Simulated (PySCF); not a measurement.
Members of one series of related molecules.

All values: PBE0/pcSseg-1 (PySCF) at GFN2-xTB geometries, gas phase, one conformer each.

(1) Rank by HOMO energy, lowest first.
A. `OC[C@@H]1[C@@H](F)O[C@@H]1CF`
B. `F[C@@H]1[C@H](C=C)[C@@H](O1)CF`
C. `FC[C@H]1O[C@H](F)C1`
D. `FC[C@@H]1O[C@@H](F)[C@H]1C(Cl)Cl`

(2) Rank by the highest IAO charge on any atom, highest value first.
A. `FC[C@@H]1O[C@H](F)[C@H]1C[SiH3]`
B. `[C@@H]1([C@@H](CCl)[C@@H](O1)CF)F`
C. `FC[C@@H]1O[C@@H](F)[C@H]1C(F)F`

(3) Rank by dipole moment, highest first.
A. `[F:1][CH2:2][C@@H:3]1[O:4][C@@H:5]([F:6])[C@H:7]1[CH2:8][Cl:9]` with F1–C2–C3–O4 64°, C5–C7–C8–Cl9 164°
B. `[CH3:1][CH2:2][CH2:3][C@@H:4]1[C@@H:5]([F:6])[O:7][C@@H:8]1[CH2:9][F:10]` with C1–C2–C3–C4 177°, C2–C3–C4–C5 -81°, O7–C8–C9–F10 179°
C. `[F:1][CH2:2][C@@H:3]1[O:4][C@@H:5]([F:6])[C@H:7]1[CH:8]([F:9])[F:10]` with F1–C2–C3–O4 66°, C5–C7–C8–F9 152°

## Answers

(1) D (-8.73 eV), C (-8.43 eV), A (-8.19 eV), B (-7.74 eV).

(2) A (+0.600 e), C (+0.449 e), B (+0.363 e).

(3) B (1.96 D), C (1.63 D), A (0.72 D).

All values together:

```csv
SMILES,change,formula,μ (D),HOMO (eV),LUMO (eV),lowest IAO charge (e),highest IAO charge (e),lowest Hirshfeld charge (e),highest Hirshfeld charge (e)
FC[C@@H]1C[C@@H](F)O1,parent,C4H6F2O,1.59,-8.43,1.44,-0.412 (O),+0.368 (C),-0.160 (O),+0.129 (C)
FC[C@@H]1O[C@@H](F)[C@H]1C(Cl)Cl,H on C replaced by CHCl2,C5H6Cl2F2O,1.72,-8.73,-0.23,-0.401 (O),+0.365 (C),-0.158 (O),+0.130 (C)
C=C[C@@H]1[C@H](CF)O[C@@H]1F,H on C replaced by vinyl,C6H8F2O,1.65,-7.74,-0.20,-0.407 (O),+0.360 (C),-0.158 (O),+0.129 (C)
FC[C@@H]1O[C@H](F)[C@@H]1C1CC1,H on C replaced by cPr,C7H10F2O,1.77,-8.15,1.14,-0.407 (O),+0.358 (C),-0.158 (O),+0.126 (C)
FC[C@@H]1O[C@H](F)[C@H]1C[SiH3],H on C replaced by CH2SiH3,C5H10F2OSi,1.71,-8.29,0.58,-0.535 (C),+0.600 (Si),-0.159 (O),+0.322 (Si)
FC[C@@H]1O[C@@H](F)[C@H]1CCl,H on C replaced by CH2Cl,C5H7ClF2O,0.72,-8.50,0.50,-0.404 (O),+0.363 (C),-0.161 (O),+0.130 (C)
OC[C@@H]1[C@@H](F)O[C@@H]1CF,H on C replaced by CH2OH,C5H8F2O2,1.50,-8.19,0.94,-0.543 (O),+0.364 (C),-0.225 (O),+0.168 (H)
FC[C@@H]1O[C@@H](F)[C@H]1C(F)F,H on C replaced by CHF2,C5H6F4O,1.63,-8.74,1.36,-0.403 (O),+0.449 (C),-0.159 (O),+0.144 (C)
CCC[C@@H]1[C@@H](F)O[C@@H]1CF,H on C replaced by nPr,C7H12F2O,1.96,-8.26,1.19,-0.417 (C),+0.362 (C),-0.161 (O),+0.125 (C)
```

Conformers: `[F:1][CH2:2][C@@H:3]1[CH2:4][C@@H:5]([F:6])[O:7]1` with F1–C2–C3–C4 -76°; `[F:1][CH2:2][C@@H:3]1[O:4][C@@H:5]([F:6])[C@H:7]1[CH:8]([Cl:9])[Cl:10]` with F1–C2–C3–O4 66°, C5–C7–C8–Cl9 158°; `[CH2:1]=[CH:2][C@@H:3]1[C@H:4]([CH2:5][F:6])[O:7][C@@H:8]1[F:9]` with C1–C2–C3–C4 -97°, C3–C4–C5–F6 82°; `[F:1][CH2:2][C@@H:3]1[O:4][C@H:5]([F:6])[C@@H:7]1[CH:8]1[CH2:9][CH2:10]1` with F1–C2–C3–O4 -170°, C5–C7–C8–C9 -176°; `[F:1][CH2:2][C@@H:3]1[O:4][C@H:5]([F:6])[C@H:7]1[CH2:8][SiH3:9]` with F1–C2–C3–O4 -178°, C5–C7–C8–Si9 -75°; `[F:1][CH2:2][C@@H:3]1[O:4][C@@H:5]([F:6])[C@H:7]1[CH2:8][Cl:9]` with F1–C2–C3–O4 64°, C5–C7–C8–Cl9 164°; `[OH:1][CH2:2][C@@H:3]1[C@@H:4]([F:5])[O:6][C@@H:7]1[CH2:8][F:9]` with H–O1–C2–C3 -61°, O1–C2–C3–C4 -69°, O6–C7–C8–F9 -175°; `[F:1][CH2:2][C@@H:3]1[O:4][C@@H:5]([F:6])[C@H:7]1[CH:8]([F:9])[F:10]` with F1–C2–C3–O4 66°, C5–C7–C8–F9 152°; `[CH3:1][CH2:2][CH2:3][C@@H:4]1[C@@H:5]([F:6])[O:7][C@@H:8]1[CH2:9][F:10]` with C1–C2–C3–C4 177°, C2–C3–C4–C5 -81°, O7–C8–C9–F10 179°.

Question: Give the shifts from the parent, `FC[C@@H]1C[C@@H](F)O1`.

Answer: 
```csv
SMILES,change in μ (D),change in HOMO (eV),change in LUMO (eV)
FC[C@@H]1O[C@@H](F)[C@H]1C(Cl)Cl,+0.13,-0.30,-1.67
C=C[C@@H]1[C@H](CF)O[C@@H]1F,+0.06,+0.69,-1.64
FC[C@@H]1O[C@H](F)[C@@H]1C1CC1,+0.18,+0.28,-0.30
FC[C@@H]1O[C@H](F)[C@H]1C[SiH3],+0.12,+0.14,-0.86
FC[C@@H]1O[C@@H](F)[C@H]1CCl,-0.87,-0.07,-0.94
OC[C@@H]1[C@@H](F)O[C@@H]1CF,-0.09,+0.24,-0.50
FC[C@@H]1O[C@@H](F)[C@H]1C(F)F,+0.04,-0.31,-0.08
CCC[C@@H]1[C@@H](F)O[C@@H]1CF,+0.37,+0.17,-0.25
```
